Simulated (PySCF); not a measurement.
C3H9BO3, charge +1, doublet, geometry from GFN2-xTB (a state made from the parent by changing its charge; the spin is typed, not shown lowest); B3LYP/STO-3G run with PySCF.

PySCF was given this input:
```python
from pyscf import gto, scf, dft

mol = gto.Mole()
mol.atom = '''
    B     0.005679   -0.004294    0.001436
    O     0.813880    0.967051    0.510171
    C     0.831210    2.308197    0.141698
    H     0.662661    2.913151    1.044564
    H     1.848442    2.558158   -0.193937
    H     0.097776    2.544918   -0.629573
    O     0.101738   -1.281789    0.464159
    C     0.971077   -1.744233    1.446749
    H     0.371096   -2.201339    2.247278
    H     1.565032   -2.565144    1.019119
    H     1.617026   -0.960496    1.843346
    O    -0.898611    0.301890   -0.970231
    C    -1.784649   -0.576827   -1.584488
    H    -1.702714   -1.595470   -1.204380
    H    -2.803737   -0.186431   -1.447931
    H    -1.601128   -0.546295   -2.668563
'''
mol.basis = 'sto-3g'
mol.charge = 1
mol.spin = 1
mol.verbose = 4
mol.build()

mf = dft.UKS(mol)
mf.xc = 'b3lyp'
mf.kernel()
```

**Question.** Predict the main parts of the log of this PySCF run.

**Answer.** 
```
PySCF version 2.14.0

[INPUT] verbose = 4
[INPUT] num. atoms = 16
[INPUT] num. electrons = 55
[INPUT] charge = 1
[INPUT] spin (= nelec alpha-beta = 2S) = 1
[INPUT] symmetry False subgroup None
[INPUT] Mole.unit = angstrom
[INPUT] Symbol           X                Y                Z      unit          X                Y                Z       unit  Magmom
[INPUT]  1 B      0.005679000000  -0.004294000000   0.001436000000 AA    0.010731754661  -0.008114483979   0.002713646715 Bohr   0.0
[INPUT]  2 O      0.813880000000   0.967051000000   0.510171000000 AA    1.538010298261   1.827461538487   0.964083466695 Bohr   0.0
[INPUT]  3 C      0.831210000000   2.308197000000   0.141698000000 AA    1.570759252000   4.361860171543   0.267770412399 Bohr   0.0
[INPUT]  4 H      0.662661000000   2.913151000000   1.044564000000 AA    1.252247803430   5.505057549503   1.973939879580 Bohr   0.0
[INPUT]  5 H      1.848442000000   2.558158000000  -0.193937000000 AA    3.493049137143   4.834218003365  -0.366487815420 Bohr   0.0
[INPUT]  6 H      0.097776000000   2.544918000000  -0.629573000000 AA    0.184769861555   4.809198029476  -1.189720545421 Bohr   0.0
[INPUT]  7 O      0.101738000000  -1.281789000000   0.464159000000 AA    0.192256956461  -2.422230159480   0.877133388252 Bohr   0.0
[INPUT]  8 C      0.971077000000  -1.744233000000   1.446749000000 AA    1.835069575864  -3.296122667428   2.733959380988 Bohr   0.0
[INPUT]  9 H      0.371096000000  -2.201339000000   2.247278000000 AA    0.701269805922  -4.159927817324   4.246739945760 Bohr   0.0
[INPUT] 10 H      1.565032000000  -2.565144000000   1.019119000000 AA    2.957481856180  -4.847419630071   1.925855798341 Bohr   0.0
[INPUT] 11 H      1.617026000000  -0.960496000000   1.843346000000 AA    3.055736276301  -1.815074383740   3.483419092813 Bohr   0.0
[INPUT] 12 O     -0.898611000000   0.301890000000  -0.970231000000 AA   -1.698128682522   0.570489419745  -1.833470867563 Bohr   0.0
[INPUT] 13 C     -1.784649000000  -0.576827000000  -1.584488000000 AA   -3.372497838479  -1.090045051254  -2.994248367660 Bohr   0.0
[INPUT] 14 H     -1.702714000000  -1.595470000000  -1.204380000000 AA   -3.217663128463  -3.015001339960  -2.275948349904 Bohr   0.0
[INPUT] 15 H     -2.803737000000  -0.186431000000  -1.447931000000 AA   -5.298295055310  -0.352303531129  -2.736193037268 Bohr   0.0
[INPUT] 16 H     -1.601128000000  -0.546295000000  -2.668563000000 AA   -3.025693410373  -1.032347933219  -5.042853216148 Bohr   0.0

nuclear repulsion = 316.403704561053
number of shells = 30
number of NR pGTOs = 132
number of NR cGTOs = 44
basis = sto-3g
ecp = {}

******** <class 'pyscf.dft.uks.UKS'> ********
method = UKS
initial guess = minao
damping factor = 0
level_shift factor = 0
DIIS = <class 'pyscf.scf.diis.CDIIS'>
diis_start_cycle = 1
diis_space = 8
diis_damp = 0
SCF conv_tol = 1e-09
SCF conv_tol_grad = None
SCF max_cycles = 50
direct_scf = True
direct_scf_tol = 1e-13
number electrons alpha = 28  beta = 27
XC library pyscf.dft.libxc version 7.1.2
    S. Lehtola, C. Steigemann, M. J. T. Oliveira, and M. A. L. Marques,  SoftwareX 7, 1–5 (2018)
XC functionals = b3lyp
    P. J. Stephens, F. J. Devlin, C. F. Chabalowski, and M. J. Frisch,  J. Phys. Chem. 98, 11623 (1994)
radial grids:
    Treutler-Ahlrichs [JCP 102, 346 (1995); DOI:10.1063/1.469408] (M4) radial grids

becke partition: Becke, JCP 88, 2547 (1988); DOI:10.1063/1.454033
pruning grids: <function nwchem_prune>
grids dens level: 3
symmetrized grids: False
atomic radii adjust function: <function treutler_atomic_radii_adjust>
small_rho_cutoff = 0
Set gradient conv threshold to 3.16228e-05
tot grids = 186920
init E= -366.472967035238

cycle= 1 E= -365.114292500008  delta_E= 1.36  |g|= 0.447  |ddm|= 3.49
cycle= 2 E= -364.847608454699  delta_E= 0.267  |g|= 0.837  |ddm|= 1.84
cycle= 3 E= -365.177370211864  delta_E= -0.33  |g|= 0.376  |ddm|= 1.67
cycle= 4 E= -365.197935484534  delta_E= -0.0206  |g|= 0.308  |ddm|= 1.51
cycle= 5 E= -365.231259894568  delta_E= -0.0333  |g|= 0.218  |ddm|= 1.21
cycle= 6 E= -365.224194660199  delta_E= 0.00707  |g|= 0.239  |ddm|= 1.44
cycle= 7 E= -365.240813128733  delta_E= -0.0166  |g|= 0.179  |ddm|= 1.32
cycle= 8 E= -365.241396196928  delta_E= -0.000583  |g|= 0.177  |ddm|= 0.0303
cycle= 9 E= -365.243791104601  delta_E= -0.00239  |g|= 0.166  |ddm|= 0.0362
cycle= 10 E= -365.256053831344  delta_E= -0.0123  |g|= 0.0987  |ddm|= 0.168
cycle= 11 E= -365.260524533817  delta_E= -0.00447  |g|= 0.0563  |ddm|= 0.138
cycle= 12 E= -365.26196755751  delta_E= -0.00144  |g|= 0.0319  |ddm|= 0.04
cycle= 13 E= -365.262648561494  delta_E= -0.000681  |g|= 0.00286  |ddm|= 0.0478
cycle= 14 E= -365.262653819378  delta_E= -5.26e-06  |g|= 0.000887  |ddm|= 0.00496
cycle= 15 E= -365.262654299727  delta_E= -4.8e-07  |g|= 0.000343  |ddm|= 0.0011
cycle= 16 E= -365.26265434744  delta_E= -4.77e-08  |g|= 0.000235  |ddm|= 0.000448
cycle= 17 E= -365.262654353511  delta_E= -6.07e-09  |g|= 0.000227  |ddm|= 0.000282
cycle= 18 E= -365.262654352794  delta_E= 7.17e-10  |g|= 0.000242  |ddm|= 0.000333
cycle= 19 E= -365.262654381983  delta_E= -2.92e-08  |g|= 6.52e-05  |ddm|= 0.000459
cycle= 20 E= -365.262654349218  delta_E= 3.28e-08  |g|= 0.000237  |ddm|= 0.000338
cycle= 21 E= -365.262654353616  delta_E= -4.4e-09  |g|= 0.000228  |ddm|= 0.00014
cycle= 22 E= -365.262654360912  delta_E= -7.3e-09  |g|= 0.00021  |ddm|= 0.000171
cycle= 23 E= -365.262654373874  delta_E= -1.3e-08  |g|= 0.000176  |ddm|= 0.000403
cycle= 24 E= -365.26265439605  delta_E= -2.22e-08  |g|= 0.000103  |ddm|= 0.00111
cycle= 25 E= -365.262654406715  delta_E= -1.07e-08  |g|= 9.62e-06  |ddm|= 0.00124
cycle= 26 E= -365.262654406826  delta_E= -1.11e-10  |g|= 1.43e-06  |ddm|= 0.00014
Extra cycle  E= -365.262654406785  delta_E= 4.09e-11  |g|= 8.3e-06  |ddm|= 2.45e-05
converged SCF energy = -365.262654406785  <S^2> = 0.75845635  2S+1 = 2.0084385
```
